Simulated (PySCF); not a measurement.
Species: C4HN3OS.
SMILES with atom numbers: `[N:1]#[C:2][c:3]1[s:4][n:5][n:6][c:7]1[CH:8]=[O:9]` (hydrogens: H10 on C8)

Structure used (GFN2-xTB), in Å, numbered top down from 1:
```
atom  x, y, z in Å
N1    -1.8232    2.3862    0.4557
C2    -0.9218    1.6908    0.3233
C3     0.2044    0.8791    0.1683
S4     1.8185    1.4530    0.2818
N5     2.4100   -0.0671   -0.0115
N6     1.5272   -0.9357   -0.1809
C7     0.2608   -0.4944   -0.0974
C8    -0.8783   -1.4004   -0.2746
O9    -2.0302   -1.0691   -0.2128
H10   -0.5585   -2.4377   -0.4745
```

Computed at PBE0/pcSseg-1 (PySCF, non-relativistic), with Q(14N) = 0.02044 b, Q(33S) = −0.0678 b, Q(17O) = −0.0256 b: N1, 14N (I = 1): χzz = -4.903 MHz, η = 0.066; S4, 33S (I = 3/2): χzz = -31.64 MHz, η = 0.291; N5, 14N (I = 1): χzz = -5.185 MHz, η = 0.332; N6, 14N (I = 1): χzz = -5.559 MHz, η = 0.142; O9, 17O (I = 5/2): χzz = 12.56 MHz, η = 0.578.

Q: Find the zero-field quadrupole resonance frequencies of 14N at N1.

A: From ν± = (3/4)|χ|(1 ± η/3) and ν0 = |χ|η/2: ν+ 3.757 MHz, ν− 3.597 MHz, ν0 0.161 MHz (nitrile nitrogen).

Q: Where would the pure quadrupole (NQR) lines of 33S at S4 fall for the rigid, isolated species?

A: From ν = (|χ|/2)√(1 + η²/3): ν = 16.04 MHz (ring sulfur).

Q: Find the zero-field quadrupole resonance frequencies of 14N at N5.

A: From ν± = (3/4)|χ|(1 ± η/3) and ν0 = |χ|η/2: ν+ 4.319 MHz, ν− 3.459 MHz, ν0 0.860 MHz (pyridine-type nitrogen).

Q: Where would the pure quadrupole (NQR) lines of 14N at N6 fall for the rigid, isolated species?

A: From ν± = (3/4)|χ|(1 ± η/3) and ν0 = |χ|η/2: ν+ 4.366 MHz, ν− 3.972 MHz, ν0 0.394 MHz (pyridine-type nitrogen).

Q: Find the zero-field quadrupole resonance frequencies of 17O at O9.

A: From the eigenvalues of H = χ/[4I(2I − 1)] × [3Iz² − I(I + 1) + η(Ix² − Iy²)], steps between neighbouring levels, labelled as for η = 0: ±1/2↔±3/2 2.471 MHz, ±3/2↔±5/2 3.562 MHz (aldehyde oxygen).

In a crystal, neighbours and librations shift these lines. GFN2-xTB bond lengths can be off by several hundredths of an ångström, more for odd bonds, and the gradients follow them. The basis is small and wasn't made for field gradients, so the couplings can be 20 % off.

These values come from a run that also computed NMR shieldings. On one thread of an Arm Neoverse V1, shared host, this took 21 s of wall time and 0.73 GiB of memory at its peak.

One conformer stands for the species.
